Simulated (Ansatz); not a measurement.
Input file:

```yaml
crystal:
  periodic: [false, false, false]
  atoms:
    - { symbol: C, position_ang: [-0.676103, -2.26868, 0.636534] }
    - { symbol: C, position_ang: [-0.334292, -1.083973, 0.277699] }
    - { symbol: Sn, position_ang: [0.411057, 0.902387, -0.056557] }
    - { symbol: H, position_ang: [-1.086545, -1.697734, -0.493709] }
    - { symbol: H, position_ang: [-0.171885, 1.387585, -1.597307] }
    - { symbol: H, position_ang: [-0.205725, 1.891169, 1.204806] }
    - { symbol: H, position_ang: [2.124694, 0.801346, -0.017066] }
basis:
  gaussian: { orbitals: def2-SVPD }
hamiltonian:
  xc: pbe
md:
  timestep: 0.5
  n_steps: 200
  ensemble: nve
  temperature: 100.0
  initial_velocities: maxwell_boltzmann
  seed: 3352
```

Run as:

```bash
$ ansatz run input.yaml --threads 2 --pin off --max-ram 3072MiB --backend cpu --events-out ev --progress --plain --runs-dir out
```

Hardware: 2 threads of Intel(R) Xeon(R) Platinum 8488C (Sapphire Rapids), with other jobs on the host.

Problem. Roughly how long does this run take, and how much memory?

Solution. 5.4 min, with a peak of 0.15 GiB, for 201 ionic steps.
